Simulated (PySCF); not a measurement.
**Removing an electron from `CN([SiH3])[SiH3]`**

CH9NSi2.
Structure used (PBE0-D3(BJ)/def2-SVP), in Å, numbered top down from 1:
```xyz
13
CH9NSi2 angstrom
C     -0.2078    1.4523    0.4719
N     -0.0593    0.1081   -0.0724
Si     1.5635   -0.4490   -0.3897
Si    -1.4878   -0.8910   -0.1428
H      0.5591    2.1321    0.0629
H     -0.1240    1.4826    1.5743
H     -1.1873    1.8829    0.2023
H      2.2704    0.5442   -1.2592
H      1.4837   -1.7723   -1.0721
H      2.3795   -0.5953    0.8600
H     -2.0122   -1.2512    1.2153
H     -1.1515   -2.1437   -0.8783
H     -2.5790   -0.1486   -0.8500
```

Level: wB97X-D/def2-SVPD (PySCF). Frontier orbitals with their largest atomic shares (Löwdin; up to four atoms above 4 %):

| orbital | ε (eV) | main atoms |
| --- | --- | --- |
| HOMO−3 | -11.63 | N2 31 %, C1 19 %, Si3 11 %, Si4 11 % |
| HOMO−2 | -11.51 | Si4 21 %, Si3 21 %, H11 14 %, H10 13 % |
| HOMO−1 | -11.24 | Si4 21 %, Si3 21 %, H12 15 %, H9 15 % |
| HOMO | -8.87 | ? |
| LUMO | 1.77 | Si3 22 %, Si4 22 %, C1 11 %, N2 5 % |
| LUMO+1 | 2.14 | Si3 28 %, Si4 28 %, H8 7 %, H13 7 % |
| LUMO+2 | 2.58 | Si4 24 %, Si3 23 %, C1 8 %, H11 6 % |

Question: What vertical ionisation energy does ΔSCF give, and how far is −ε(HOMO) from it?

Answer: ΔSCF: 8.97 eV (865 kJ/mol; threshold wavelength 138 nm); ⟨S²⟩ of the doublet left behind is 0.757, against 0.75 for a pure doublet. −ε(HOMO) is 8.87 eV, 0.10 eV below it. In exact Kohn–Sham theory the two would be equal; wB97X-D (range-separated hybrid) comes within 0.10 eV of that here.

Question: On which atoms does the HOMO lie?

Answer: N2 (nitrogen bridging silicon atoms) 52 %, C1 (N-methyl carbon) 9 %, Si4 (SiH3 silicon) 8 %, Si3 (SiH3 silicon) 8 %. The HOMO−1 lies 2.37 eV lower.

Question: How many of the 10 lowest singlet excitations (vertical TDDFT, same level) lie below the ionisation energy?

Answer: All 10; they run from 6.07 to 8.58 eV.

Question: What total energies stand behind the ΔSCF value?

Answer: E(N) = -676.99127 Eh and E(N − 1) = -676.66169 Eh at the same geometry, 0.32958 Eh apart.

Geometry: PBE0-D3(BJ)/def2-SVP; no solvent, vibrations or thermal averaging.

The pairwise dispersion term of wB97X-D wasn't added to the energies; at a given geometry it leaves orbitals and properties as they are.
